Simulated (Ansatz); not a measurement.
`CN[SiH]([SiH3])Cl` → `[SiH3][SiH2]Cl` + `C=N` at 500 K and 1 bar (β-hydride elimination).

Program: Ansatz. Geometries: PBE0-D4/def2-TZVP. ΔE: electronic, gas phase. CBS: MP2 limit from def2 TZ/QZ plus the TZ coupled-cluster correction, frozen cores. This one scheme is used for every species. Each species was taken in one conformer, which may not be the lowest.

```csv
species,CCSD(T)/CBS energy (Eh),H − E (kJ/mol),S (J/(mol·K))
`CN[SiH]([SiH3])Cl`,-1135.57158,295.3,473.7
`[SiH3][SiH2]Cl`,-1040.97629,152.8,377.4
`C=N`,-94.52360,124.2,249.5
```

H − E and S are ideal-gas, rigid-rotor, harmonic terms from PBE0-D4/def2-TZVP, for one conformer and one mirror image of each species. 1 Eh = 2625.50 kJ/mol, R = 8.31446 J/(mol·K).

Problem. By hand: ΔE, ΔH, ΔS and ΔG.

Solution. ΔE = (-1040.97629) + (-94.52360) − (-1135.57158) = 0.07169 Eh = 188.2 kJ/mol. Δ(H − E) = 152.8 + 124.2 − 295.3 = -18.3, so ΔH = 169.9 kJ/mol. ΔS = 377.4 + 249.5 − 473.7 = 153.2 J/(mol·K). ΔG = 169.9 − 500 × (153.2)/1000 = 93.3 kJ/mol.

Problem. By hand: the equilibrium constant, and the temperature at which ΔG would vanish if ΔH and ΔS stayed fixed.

Solution. log₁₀ K = −ΔG/(RT ln 10) = -9.7. ΔG = 0 at ΔH/ΔS = 1109 K.

The number of gas molecules changes by +1, which sets the sign of ΔS. A doubt of 5 kJ/mol in ΔE shifts log₁₀ K by 0.5 here. Other conformers and mirror images would add mixing entropy, several J/(mol·K) or more a flexible species. These are equilibria of isolated gas molecules and say nothing of rates. Largest T1 diagnostic: 0.012 (customary marks: 0.02 for closed shells, 0.045 for open ones).
